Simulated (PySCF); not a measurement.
**Correlation energy of Pt (platinum, neutral)**

[Xe] 4f14 5d8 6s2, high-spin 3F determinant (an excited configuration). Computed with PySCF 2.14 in ANO-RCC-VTZP, with scalar relativity by spin-free X2C-1e. Frozen: [Xe] 4f14; 10 electrons correlated.

```
  level  correlation energy (mhartree)
   CCSD                        -283.43
    (T)                         -12.28
CCSD(T)                        -295.71
```

Diagnostics: T1 = 0.019, D1 = 0.0670, largest double amplitude 0.081.

**Question.** Is a single reference adequate?

**Answer.** Mostly. T1 lies below 0.03, but a double amplitude of this size points to a near-degeneracy that CCSD handles and MP2 describes poorly.
